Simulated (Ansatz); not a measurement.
A CCSD(T) single point on C2H8NO2V (`C[O][V]([CH3])(=[NH])[OH]`).

```yaml
crystal:
  periodic: [false, false, false]
  atoms:
    - {symbol: C, position_ang: [-2.249833, -0.637496, 0.031285]}
    - {symbol: O, position_ang: [-0.974210, -0.497883, -0.525226]}
    - {symbol: V, position_ang: [0.430346, 0.503856, -0.295304]}
    - {symbol: C, position_ang: [1.842553, -0.701832, 0.498428]}
    - {symbol: N, position_ang: [0.191844, 1.592673, 0.873205]}
    - {symbol: O, position_ang: [1.127881, 1.228736, -1.764779]}
    - {symbol: H, position_ang: [-3.006809, -0.500074, -0.746945]}
    - {symbol: H, position_ang: [-2.357023, -1.644088, 0.446894]}
    - {symbol: H, position_ang: [-2.411877, 0.096758, 0.825568]}
    - {symbol: H, position_ang: [2.749065, -0.125270, 0.689590]}
    - {symbol: H, position_ang: [2.045493, -1.489685, -0.233947]}
    - {symbol: H, position_ang: [1.481667, -1.139091, 1.430472]}
    - {symbol: H, position_ang: [0.156244, 2.434516, 1.431588]}
    - {symbol: H, position_ang: [0.961658, 0.849677, -2.632126]}
basis:
  gaussian: {orbitals: def2-TZVPP}
correlation: {method: ccsd_t}
output: {orbitals: {seedname: orbitals}}
```

```sh
$ ansatz run in.yaml --threads 3 --pin off --events-out ev --progress --plain --backend cuda
```

Output of Ansatz, abridged:

```
Functional definition: HF
2049 factors; integrals over basis functions are off by at most 1.0e-3 eV
mean field evaluation 1: about -33387.1836 eV, gradient 9.0e1 eV
mean field evaluation 2: about -33387.4701 eV, gradient 9.0e1 eV
mean field evaluation 4: about -33401.2747 eV, gradient 1.9e1 eV
mean field evaluation 8: about -33402.0138 eV, gradient 1.1e0 eV
mean field evaluation 16: about -33402.0516 eV, gradient 8.5e-5 eV
mean field -33402.05160195 eV, -1227.5027556478 hartree, gradient 2.2e-6 eV, S^2 0.000000; 0 other end points of the search recorded, 0 dependent functions left out; unrestricted orbitals would lower it
10 core orbitals not correlated: weight in the atoms' cores, before any rotation towards them, 1.000 or more for the frozen orbitals, at most 0.000 for the correlated occupied ones
reference -33402.05160195 eV, -1227.5027556478 hartree; 23, 23 occupied and 298, 298 virtual orbitals, 2049 factors
second order -46.43295857 eV of doubles, -0.00000000 eV of singles
cycle   1  -40.82904030 eV  change     5.6e0 eV  update   4.5e-1
cycle   2  -44.16337361 eV  change    -3.3e0 eV  update   4.8e-1
cycle   3  -44.76931085 eV  change   -6.1e-1 eV  update   8.0e-2
cycle   4  -44.82482835 eV  change   -5.6e-2 eV  update   4.7e-2
cycle   5  -44.80434196 eV  change    2.0e-2 eV  update   1.6e-2
cycle   6  -44.80598614 eV  change   -1.6e-3 eV  update   7.3e-3
cycle   7  -44.80215392 eV  change    3.8e-3 eV  update   4.6e-3
cycle   8  -44.79984290 eV  change    2.3e-3 eV  update   2.3e-3
cycle   9  -44.79972843 eV  change    1.1e-4 eV  update   1.1e-3
cycle  10  -44.80183585 eV  change   -2.1e-3 eV  update   5.9e-4
cycle  11  -44.80185307 eV  change   -1.7e-5 eV  update   3.9e-4
cycle  12  -44.80105235 eV  change    8.0e-4 eV  update   2.1e-4
cycle  13  -44.80136440 eV  change   -3.1e-4 eV  update   1.1e-4
cycle  14  -44.80126019 eV  change    1.0e-4 eV  update   5.9e-5
cycle  15  -44.80114330 eV  change    1.2e-4 eV  update   3.0e-5
cycle  16  -44.80117548 eV  change   -3.2e-5 eV  update   2.0e-5
perturbative correction -2.84164256 eV, -0.1044284379 hartree
Total energy: -33449.69441999 eV, -1229.2535969173 hartree
```

Hardware: 3 threads of an AMD EPYC 7R13 on a shared host and a share of an NVIDIA H100 80 GB. Wall time 21 s, peak host memory 1.4 GiB.

The correlation energy is -47.643 eV, 6.0 % of it from (T); the T1 diagnostic reads 0.0292.
